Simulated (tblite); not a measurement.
Species: H11O3PSi4.
SMILES with atom numbers: `[SiH3:1][O:2][SiH:3]([O:4][SiH3:5])[O:6][SiH2:7][PH2:8]` (hydrogens: H9, H10, H11 on Si1; H12 on Si3; H13, H14, H15 on Si5; H16, H17 on Si7; H18, H19 on P8)

The geometry is computed with GFN2-xTB (gas phase).

(1) Give the optimised bond lengths and angles.

## Answers

(1) 
```json
{"bond": "Si1–O2, O4–Si5", "length (Å)": "1.622", "order": "single"}
{"bond": "O2–Si3, Si3–O4", "length (Å)": "1.610", "order": "single"}
{"bond": "Si3–O6", "length (Å)": "1.615", "order": "single"}
{"bond": "O6–Si7", "length (Å)": "1.619", "order": "single"}
{"bond": "Si7–P8", "length (Å)": "2.231", "order": "single"}
{"bond": "Si1–H9 and 5 like bonds", "length (Å)": "1.463", "order": "single"}
{"bond": "Si3–H12", "length (Å)": "1.439", "order": "single"}
{"bond": "Si7–H16, Si7–H17", "length (Å)": "1.468", "order": "single"}
{"bond": "P8–H18, P8–H19", "length (Å)": "1.386", "order": "single"}
```

Bonds in one row agree within 0.01 Å and their mean is given. Orders are formal, as drawn. A selection of angles:
```json
{"angle": "O2–Si1–H9", "degrees": "104.3"}
{"angle": "O2–Si1–H10", "degrees": "111.0"}
{"angle": "O2–Si1–H11", "degrees": "105.4"}
{"angle": "H9–Si1–H10", "degrees": "111.6"}
{"angle": "H9–Si1–H11", "degrees": "112.9"}
{"angle": "Si1–O2–Si3", "degrees": "147.0"}
{"angle": "O2–Si3–O4", "degrees": "110.1"}
{"angle": "O2–Si3–O6", "degrees": "109.5"}
{"angle": "O2–Si3–H12", "degrees": "109.8"}
{"angle": "O6–Si3–H12", "degrees": "108.7"}
{"angle": "Si3–O4–Si5", "degrees": "146.3"}
{"angle": "O4–Si5–H13", "degrees": "108.6"}
{"angle": "O4–Si5–H14", "degrees": "102.2"}
{"angle": "H13–Si5–H15", "degrees": "110.4"}
{"angle": "Si3–O6–Si7", "degrees": "140.7"}
{"angle": "O6–Si7–P8", "degrees": "102.4"}
{"angle": "O6–Si7–H16", "degrees": "109.7"}
{"angle": "P8–Si7–H16", "degrees": "110.2"}
{"angle": "P8–Si7–H17", "degrees": "116.1"}
{"angle": "H16–Si7–H17", "degrees": "108.9"}
{"angle": "Si7–P8–H18", "degrees": "94.5"}
{"angle": "H18–P8–H19", "degrees": "92.6"}
```

Torsions: Si1–O2–Si3–O4 50° (synclinal); O2–Si3–O4–Si5 -39° (synclinal); O2–Si3–O6–Si7 42° (synclinal); Si3–O6–Si7–P8 -177° (antiperiplanar). The mirror-image conformer, all signs reversed, is as good.

Si7 (oxygen-bound silicon) is distorted tetrahedral (angles from 102.4° to 116.1°). Si3 (oxygen-bound silicon) is tetrahedral (angles from 108.7° to 110.1°). Of the pairs four or more bonds apart, Si1···Si5 is among the closest relative to their van der Waals radii: 4.14 Å, 99 % of the sum of Bondi's values. Si1 (oxygen-bound silicon) is distorted tetrahedral (angles from 104.3° to 112.9°). P8 (three-coordinate phosphorus) is pyramidal (angles 95.9°, 94.5° and 92.6°, sum 283.0°, 0.83 Å off the plane of its three neighbours).

Point group: C1 (no symmetry element, even within 0.4 Å). Its lowest GFN2-xTB frequency is 15i cm⁻¹, too small to tell a flat minimum from a shallow saddle. One conformer, not necessarily the lowest (Si1–O2–Si3–O4 50°, O2–Si3–O4–Si5 -39°, O2–Si3–O6–Si7 42°, Si3–O6–Si7–P8 -177°, O6–Si7–P8–H -177° and -84°). 3 starts were optimised and ended at 0.00, 0.00 and 1.04 kcal/mol (GFN2-xTB); the lowest of these is shown.
